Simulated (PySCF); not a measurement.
## Telling isomers of C$_{8}$H$_{11}$ClSi apart by NMR

PySCF 2.14 calculation with shieldings: GIAO PBE0/pcSseg-1 and structure optimised with GFN2-xTB; gas phase, no relativistic terms, averaged over atoms made equivalent by symmetry, fast rotation or ring inversion, a single conformation.

Chemical shifts δ = σref − σ; TMS for ¹H (31.72 ppm) and ¹³C (186.93 ppm), all at this level. Where no couplings were computed, multiplicities follow the n + 1 count of equivalent neighbours, and m marks all less simple cases (inequivalent or close neighbours, rings, F or P nearby). Shifts are as computed. Against solution values, carbons near 30 ppm lie about +3 ppm off and those near 130 ppm about +5 ppm. Of 1309 compounds with measured shifts, 239 miss one by over three times the rms of a fit or turn the order of signals round; such compounds aren't used in these exercises.

(1) Tabulate the signals of `CC#C[C@@H]1C=CCC[Si@@H]1Cl`, `C[Si](C)(Cl)c1ccccc1` and their relative energies.

(2) What is the quickest way to tell CC#C[C@@H]1C=CCC[Si@@H]1Cl from C[Si](C)(Cl)c1ccccc1?

Results:

(1) 
```json
{"SMILES": "CC#C[C@@H]1C=CCC[Si@@H]1Cl", "carbon types": "2×C 3×CH 2×CH2 1×CH3", "δC": "141.1, 138.4, 84.6, 83.8, 24.3, 22.0, 16.8, 5.0", "δH": "6.30 (m, 1H), 6.19 (m, 1H), 5.24 (m, 1H), 2.49 (m, 1H), 2.41 (m, 1H), 2.05 (s, 3H), 1.72 (m, 1H), 1.20 (m, 1H), 0.78 (m, 1H)", "E rel. (kcal/mol)": "67.2"}
{"SMILES": "C[Si](C)(Cl)c1ccccc1", "carbon types": "1×C 5×CH 2×CH3", "δC": "144.0, 138.8, 135.8, 133.1, 3.4", "δH": "7.77 (m, 2H), 7.69 (m, 1H), 7.67 (m, 2H), 0.57 (s, 6H)", "E rel. (kcal/mol)": "0.0"}
```

Energies are electronic energies at PBE0/pcSseg-1 on these geometries, without zero-point or thermal terms, each for the one conformer computed, which needn't be the lowest.

(2) Count the carbon signals: 8 against 5. The first has an allylic sp3 CH2 at 24.3 ppm, the second a substituted aromatic carbon (C) at 144.0 ppm. Their most deshielded carbons lie at 141.1 and 144.0 ppm. In the proton spectra the most deshielded non-exchanging signals are 6.30 (m, 1H) and 7.77 (m, 2H).
